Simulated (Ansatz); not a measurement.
Relaxation of AlClF₂H₂O (7 atoms, charge 0, multiplicity 1), to a largest force component of 0.03 eV/Å in at most 50 steps.

Level of theory: RKS PBE-D4/def2-SVP in Ansatz.

```xyz
7
Properties=species:S:1:pos:R:3
Al 0.044 0.300 -0.124
F -0.081 0.209 1.554
F 1.533 0.578 -0.808
Cl -1.702 0.385 -1.263
O -0.132 -2.505 0.792
H -1.080 -2.702 0.658
H -0.147 -1.912 1.590
```

Task: Where does it end, and by what steps?

Result: The run converged. After 10 steps the energy has fallen by 0.896 eV; H6 moved furthest, 0.62 Å. Joined: Al1–O5.

```tsv
step	energy less start (eV)	largest force component (eV/Å)	accepted
0	0.0000	0.992	yes
1	-0.2246	0.829	yes
2	-0.5018	1.370	yes
3	-0.7607	1.121	yes
4	-0.8515	0.412	yes
5	-0.8740	0.217	yes
6	-0.8856	0.097	yes
7	-0.8901	0.095	yes
8	-0.8935	0.090	yes
9	-0.8952	0.056	yes
10	-0.8958	0.027	yes
```

```xyz
7
Properties=species:S:1:pos:R:3
Al 0.019 -0.048 0.095
F -0.064 0.491 1.689
F 1.465 0.144 -0.722
Cl -1.774 0.001 -1.050
O -0.090 -1.952 0.600
H -0.921 -2.307 0.214
H -0.199 -1.977 1.575
```

The run took 91 s on 2 threads of Intel(R) Xeon(R) Processor @ 2.50GHz (Skylake/Cascade Lake), on a shared host, peak memory 0.16 GiB.
